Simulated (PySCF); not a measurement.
## Telling isomers of C4H14Si4 apart by NMR

PySCF 2.14.0 with density-fitted response routines calculation with σ from GIAO-PBE0/pcSseg-1 and geometry: PBE0-D3(BJ)/def2-SVP; no relativistic terms, in vacuum, single conformer, rapidly exchanging positions averaged.

Referencing at the same level of theory: ¹H (σref 31.27), ¹³C (σref 184.41) vs TMS. Where no couplings were computed, multiplicities follow the n + 1 count of equivalent neighbours, and m marks all less simple cases (inequivalent or close neighbours, rings, F or P nearby). Shifts are as computed. Against solution values, carbons near 30 ppm lie about +2 ppm off and those near 130 ppm about +5 ppm. Of 1309 compounds with measured shifts, 239 miss one by over three times the rms of a fit or turn the order of signals round; such compounds aren't used in these exercises.

(1) Tabulate the signals of `C[Si@@H]1[SiH2][SiH2][Si@@H]1C1CC1`, `C[Si@H]1[SiH2][Si@@H](C2CC2)[SiH2]1` and their relative energies.

(2) What is the quickest way to tell C[Si@@H]1[SiH2][SiH2][Si@@H]1C1CC1 from C[Si@H]1[SiH2][Si@@H](C2CC2)[SiH2]1?

## Answers

(1) 
```json
{"SMILES": "C[Si@@H]1[SiH2][SiH2][Si@@H]1C1CC1", "carbon types": "1×CH 2×CH2 1×CH3", "δC": "6.4, 5.1, -5.8, -9.8", "δH": "4.85 (m, 1H), 4.44 (m, 1H), 4.10 (m, 1H), 3.87 (m, 1H), 3.62 (m, 1H), 3.56 (m, 1H), 0.84 (m, 1H), 0.71 (m, 1H), 0.54 (d, 3H), 0.36 (m, 1H), 0.32 (m, 1H), -0.22 (m, 1H)", "E rel. (kcal/mol)": "0.0"}
{"SMILES": "C[Si@H]1[SiH2][Si@@H](C2CC2)[SiH2]1", "carbon types": "1×CH 2×CH2 1×CH3", "δC": "6.5, -7.2, -8.1", "δH": "4.87 (m, 1H), 4.63 (m, 1H), 3.83 (m, 2H), 3.81 (m, 2H), 0.83 (m, 2H), 0.63 (d, 3H), 0.28 (m, 2H), -0.09 (m, 1H)", "E rel. (kcal/mol)": "0.5"}
```

Energies are electronic energies at PBE0/pcSseg-1 on these geometries, without zero-point or thermal terms, each for the one conformer computed, which needn't be the lowest.

(2) Count the carbon signals: 4 against 3. The first has a three-membered-ring carbon (CH) at -9.8 ppm, the second a three-membered-ring carbon (CH) at -8.1 ppm. Their most deshielded carbons lie at 6.4 and 6.5 ppm.
